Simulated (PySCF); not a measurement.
SnI₂, optimised at GFN2-xTB:

```xyz
3

Sn     0.0484     0.1082     0.1792
I      1.0325     0.3867    -2.3574
I     -1.4948    -2.1431     0.0052
```

Method: PySCF energies (xtb for GFN2) plus ideal-gas RRHO corrections (1 bar). All species are closed-shell singlets. I, Sn: scalar-relativistic def2 core potential, no spin-orbit coupling.

Q: List the harmonic frequencies (cm⁻¹, unscaled) at this level and at the other levels, each on its own geometry.

A: 
- GFN2-xTB: 58, 209, 218
- PBE/def2-SVP: 54, 186, 186
- PBE0/def2-TZVP: 58, 191, 194
